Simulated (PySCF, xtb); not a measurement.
GaI2, SMILES [I][Ga+][I], charge +1.

GFN2-xTB (xtb) at its own geometry gives an orbital gap of 2.28 eV.

Geometry: r2SCAN-D4/def2-SVP. The multiplicity is an assumed one; other spin states were not compared. The isomer is the one that the SMILES or the coordinates give; other isomers of the formula were not compared. The def2 effective core potentials stand for the cores of I; spin–orbit coupling is left out.

Problem. What does PySCF with CAM-B3LYP/def2-TZVPD give? (Estimate from the structure and the level; the computed values follow.)

Solution. gap 7.22 eV (levels -14.45 and -7.23 eV).
